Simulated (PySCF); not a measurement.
Si(CCH)2(H)(Me) (C5H6Si), SMILES C#C[SiH](C)C#C. Atoms are numbered in the order given.

```xyz
12

Si     0.4719     0.3855     0.0000
C     -0.4513     2.0182     0.0000
C      0.0304    -0.5891    -1.4960
C     -0.2685    -1.2135    -2.4972
C      0.0304    -0.5891     1.4960
C     -0.2685    -1.2135     2.4972
H      1.9439     0.6063     0.0000
H     -0.1920     2.6061    -0.8945
H     -1.5382     1.8441     0.0000
H     -0.1920     2.6061     0.8945
H     -0.5315    -1.7689    -3.3791
H     -0.5315    -1.7689     3.3791
```

The structure is a stationary point at B3LYP-D3(BJ)/def2-SVP.

These are PySCF with B3LYP/pcSseg-1 values and carry that method's errors.

GIAO shieldings, no solvent; atoms alike by connectivity are averaged. δ = σ(ref) − σ: ²⁹Si against TMS (σ = 338.7 ppm); ¹³C against TMS (σ = 181.3 ppm); ¹H against TMS (σ = 31.68 ppm), references at their B3LYP-D3(BJ)/def2-TZVP geometries, non-relativistic.

Computed chemical shifts:
```tsv
nucleus	atoms	count	δ (ppm)
²⁹Si	Si1	1	-67.8
¹³C	C4, C6	2	102.6
¹³C	C3, C5	2	87.1
¹³C	C2	1	1.7
¹H	H7	1	4.76
¹H	H11, H12	2	2.48
¹H	H8, H9, H10	3	0.72
```
